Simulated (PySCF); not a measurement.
**$^{19}$F chemical shifts**

Level of theory: shieldings: GIAO PBE0/pcSseg-1, GFN2-xTB structure, in PySCF 2.14.0 with density-fitted response routines (no relativistic terms, no solvent model, a single conformation, equivalent nuclei averaged).

Shieldings were converted by a linear fit to measured shifts: $^{19}$F (scatter 6.0 ppm rms, 7.0 ppm with the 5 outliers that the fit left out vs CFCl3, solution or neat liquid, with a term for F on sp3 carbon). A few per cent of atoms miss by over 2 rms, more outside the fitted compound classes.

Q: Give the $^{19}$F shifts of `CC[C@@H]1CC[C@@H]1C(=O)F`.

A: 
```csv
compound,environment,δ (ppm)
CC[C@@H]1CC[C@@H]1C(=O)F,fluorine bonded to C,30.3
```

Q: Match the shifts 24.8, -73.4, -112.7, -122.3, -220.6, -249.4 ppm to `Fc1cccc(-n2cccn2)c1`, `CC#CC[Si]([SiH3])([SiH3])CF`, `C=C(CC)/C(F)=C/CN`, `FC(F)(F)CN([SiH3])[SiH3]`, `C[C@@]1(C2CC2)N[C@H]1CF`, `C/C=C(\C(=O)F)C(C)C`.

A: 24.8: C/C=C(\C(=O)F)C(C)C (fluorine bonded to C); -73.4: FC(F)(F)CN([SiH3])[SiH3] (fluorine of a CF3 group); -112.7: Fc1cccc(-n2cccn2)c1 (aryl fluorine); -122.3: C=C(CC)/C(F)=C/CN (vinylic fluorine); -220.6: C[C@@]1(C2CC2)N[C@H]1CF (fluorine on an sp3 carbon); -249.4: CC#CC[Si]([SiH3])([SiH3])CF (fluorine on an sp3 carbon).
